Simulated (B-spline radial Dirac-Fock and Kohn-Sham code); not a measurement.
## Cross section and asymmetry of the 2p1/2 subshell of F⁺

System: the F⁺ ion, configuration [He] 2s2 2p4. The computed 2p1/2 threshold is 36.60 eV; without correlation, outer thresholds are uncertain by 1 to 2 eV. With an open shell the threshold is an average over the terms of the final ion.

Input of the calculation (task.json; shells as n, l, electrons):

```json
{"items": [{
  "Z": 9,
  "q": 1,
  "cfg": [[1, 0, 2], [2, 0, 2], [2, 1, 4]],
  "A": 19,
  "rrms": 2.8976,
  "do": ["binding", "quiet", "photo", "scan"],
  "hv": [49.7, 60, 104.0, 150, 307.0, 800, 3650.0, 4000, 11800.0, 30000, 30200.0, 45200.0, 58000.0, 80000, 150000, 200000]
}]}
```

Run with: `python xray_run.py task.json out`

Calculated with a radial atomic solver, using Dirac-Hartree-Slater photoionisation with all multipoles and Dirac-Fock thresholds. Interchannel coupling and autoionising resonances are not included, so magnitudes near threshold are approximate.

Problem. How do σ and β run from threshold to 400 eV kinetic energy?

Solution. The cross section shows no minimum in this range. Its largest value, 2.49 Mb, lies 3 eV above threshold. β ranges from 0.56 (at 1.5 eV) to 1.51.

```tsv
kinetic energy (eV)	σ (Mb)	β
1.5	2.48	0.56
1.9	2.48	0.60
2.3	2.49	0.64
2.9	2.49	0.69
3.7	2.49	0.75
4.6	2.48	0.80
5.7	2.47	0.87
7.2	2.45	0.94
9.0	2.41	1.01
11.2	2.36	1.08
14.0	2.28	1.15
17.5	2.16	1.22
21.9	2.01	1.28
27.4	1.81	1.34
34.2	1.57	1.40
42.8	1.31	1.44
53.5	1.03	1.48
66.9	0.759	1.50
83.7	0.526	1.51
104.7	0.343	1.51
130.9	0.212	1.49
163.6	0.126	1.46
204.6	0.0719	1.41
255.8	0.0403	1.35
319.9	0.0222	1.26
400.0	0.0121	1.17
```
